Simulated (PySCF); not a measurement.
## Mn: excitation energy

Mn [Ar] 3d5 4s2 (6S) → Mn [Ar] 3d5 4s1 4p1 (8P), as a difference of total energies. Calculation: PySCF 2.14, in dyall-av2z; no relativity, point nucleus. Correlated levels: valence: [Ar] frozen; virtual orbitals above 40 to 60 times the deepest correlated orbital energy dropped. The calculations carry no spin-orbit coupling.

```json
{"method": "UHF", "excitation energy (cm⁻¹)": "8770.7"}
{"method": "MP2 (valence)", "excitation energy (cm⁻¹)": "14941"}
{"method": "SCS-MP2 (valence)", "excitation energy (cm⁻¹)": "17418"}
{"method": "CCSD (valence)", "excitation energy (cm⁻¹)": "16487"}
{"method": "CCSD(T) (valence)", "excitation energy (cm⁻¹)": "16955"}
```

These non-relativistic numbers lack the scalar-relativistic shift.

Errors of the correlated levels include the incompleteness of this basis and the frozen core.

For comparison: 18572 cm⁻¹ (measured; NIST levels, between the centres of gravity of the two terms).
